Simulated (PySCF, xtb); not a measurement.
Si(OSiH3)2(H)(Me) (CH10O2Si3), SMILES O([SiH3])[SiH](C)O[SiH3].

GFN2-xTB (xtb) at its own geometry gives an orbital gap of 5.61 eV and a dipole moment of 0.41 D.

The structure is a stationary point at B3LYP-D3(BJ)/def2-SVP. One conformer was computed; it need not be the lowest.

Problem. What does PBE/def2-TZVP in PySCF give? (The exact figures need the calculation; the answer reports its results.)

Solution. gap 6.09 eV (levels -6.96 and -0.87 eV), dipole 0.62 D.
